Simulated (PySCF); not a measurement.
# B: excitation energy

B [He] 2s2 2p1 (2P) → B [He] 2s1 2p2 (4P), as a difference of total energies. Calculation: PySCF 2.14, in aug-cc-pCVTZ-DK with one added diffuse shell each of s, p, d, f type (8s7p5d3f, 75 functions); scalar relativity by spin-free X2C-1e. Correlated levels: valence: 1s2 frozen. The calculations carry no spin-orbit coupling.

```json
{"method": "UHF", "excitation energy (eV)": "2.202"}
{"method": "MP2 (valence)", "excitation energy (eV)": "3.117"}
{"method": "SCS-MP2 (valence)", "excitation energy (eV)": "3.494"}
{"method": "CCSD (valence)", "excitation energy (eV)": "3.539"}
{"method": "CCSD(T) (valence)", "excitation energy (eV)": "3.574"}
```

Question: How much does correlation contribute at CCSD(T) (valence)?

Answer: 3.574 − (2.202) = 1.372 eV, measured against UHF.
